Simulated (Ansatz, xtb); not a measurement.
**Ranking isomers of C2H2Ga**

4 gas-phase structures of C2H2Ga, found in a search over its isomers (lower ones may exist). Each was relaxed with GFN2-xTB; where two conformers were screened, the lower at r2SCAN-D4/def2-SVP is listed:

A. `[H]/[C]=[CH]\[Ga]`, a doublet
B. a doublet given by its coordinates
C. `C=[C][Ga]`, a doublet
D. `C#[C][GaH]`, a doublet

B (Å):

```xyz
5

C    -0.1655   -0.6240   -0.9093
C     0.4312    0.4773   -1.2105
Ga    1.6255   -0.4675    0.4417
H     0.2924    1.2898   -1.9088
H    -1.0400   -1.1701   -1.2331
```

Close contacts (Å): C1–C2 1.29, C1–Ga3 2.25, C2–Ga3 2.25, C1–H5 1.08, C2–H4 1.08.

**Question.** Estimate their order in r2SCAN-D4/def2-SVP energy at these geometries, lowest first.

**Answer.** Calculated order at r2SCAN-D4/def2-SVP: C (0.0), B (21.0), A (28.1), D (72.9) kJ/mol.

Energies above the lowest of each column, in kJ/mol; the last columns are at B3LYP-D3(BJ)/6-311G** geometries (a dash: not run or not comparable):

```json
{"structure": "C", "GFN2-xTB": "0.0", "HF/STO-3G": "0.0", "r2SCAN-D4/def2-SVP": "0.0", "B3LYP-D3(BJ)/6-311G**": "0.0", "CCSD(T)/def2-SVP": "0.0"}
{"structure": "B", "GFN2-xTB": "6.5", "HF/STO-3G": "74.2", "r2SCAN-D4/def2-SVP": "21.0", "B3LYP-D3(BJ)/6-311G**": "15.3", "CCSD(T)/def2-SVP": "17.2"}
{"structure": "A", "GFN2-xTB": "25.9", "HF/STO-3G": "85.1", "r2SCAN-D4/def2-SVP": "28.1", "B3LYP-D3(BJ)/6-311G**": "23.2", "CCSD(T)/def2-SVP": "27.0"}
{"structure": "D", "GFN2-xTB": "39.2", "HF/STO-3G": "85.9", "r2SCAN-D4/def2-SVP": "72.9", "B3LYP-D3(BJ)/6-311G**": "49.3", "CCSD(T)/def2-SVP": "–"}
```

Every level run on C puts it lowest or level with the lowest. Frequencies (B3LYP-D3(BJ)/6-311G**) were run for A, B, C alone. Open shells are spin-unrestricted, some with notable spin contamination.

Over these structures GFN2-xTB departs from r2SCAN-D4/def2-SVP by 11.5 kJ/mol on average once a common shift is removed. A GFN2-xTB relaxation took about 0.17 s and the r2SCAN-D4/def2-SVP energy about 3.5 s on a shared host (Ansatz 0.2.0, xtb 6.7.1 (Pople sets with spherical d functions)).
